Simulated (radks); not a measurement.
Isoelectronic series with 52 electrons, all held in the configuration [Kr] 4d10 5s2 5p4, which need not be the ground one along the series. Calculated with a radial shooting solver on a logarithmic mesh with Libxc functionals: Dirac Kohn-Sham, LDA (Slater exchange, Perdew-Wang correlation), spin-unpolarised, spherical densities, finite nucleus; open shells fill j = l - 1/2 first; Fermi nuclear charge, rms radius of each element as measured or else 0.836 A^(1/3) + 0.57 fm. Total energies (hartree) and orbital eigenvalues (hartree):

ion,E (hartree),5p3/2,5p1/2
Te,-6790.97774,-0.21204,-0.24198
I+,-7112.61479,-0.55386,-0.59690
Xe2+,-7442.82524,-0.96431,-1.02219
Cs3+,-7781.6408,-1.43417,-1.50875
Ba4+,-8129.0951,-1.95853,-2.05180
La5+,-8485.2355,-2.53436,-2.64842
Ce6+,-8850.1077,-3.15960,-3.29670
Pr7+,-9223.7661,-3.83278,-3.99532
Nd8+,-9606.2646,-4.55281,-4.74334
Pm9+,-9997.6574,-5.31884,-5.54007
Sm10+,-10397.9952,-6.13024,-6.38502
Eu11+,-10807.3804,-6.98647,-7.27785
Gd12+,-11225.8576,-7.88711,-8.21832
